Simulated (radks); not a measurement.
Ionisation of neutral antimony, [Kr] 4d10 5s2 5p3, to [Kr] 4d10 5s2 5p2 as the strength of local exchange is varied. All-electron calculation, scalar-relativistic Kohn-Sham, Slater X-alpha exchange (alpha = 2/3 is LDA exchange), no correlation, spin-polarised, spherical densities, finite nucleus; open shells are filled with parallel spins first (spin-orbit coupling, left out, can overturn this in heavy ions); Fermi nuclear charge, rms radius 4.6802 fm. Program: a radial shooting solver on a logarithmic mesh with Libxc functionals.

| alpha | E(Sb) (hartree) | exchange (hartree) | IE (eV) | -e of the level emptied (eV) | <r> of it (bohr) |
|---|---|---|---|---|---|
| 0.603 | -6455.70789 | -144.12115 | 7.651 | 4.275 (5p) | 2.996 |
| 0.667 | -6471.05831 | -159.78880 | 8.252 | 4.812 (5p) | 2.931 |
| 0.894 | -6525.79210 | -215.93035 | 10.540 | 6.904 (5p) | 2.731 |
| 0.899 | -6527.00274 | -217.17694 | 10.593 | 6.953 (5p) | 2.727 |
| 1.002 | -6551.99016 | -242.95248 | 11.711 | 7.997 (5p) | 2.650 |
| 1.008 | -6553.44857 | -244.45959 | 11.778 | 8.059 (5p) | 2.646 |

NIST Atomic Spectra Database: 8.608 eV (measured). The Delta-SCF value meets it near alpha = 0.70. Open shells are spherical and high-spin; term and fine-structure splittings are not resolved. Spin-orbit splitting is averaged out at the scalar-relativistic level.
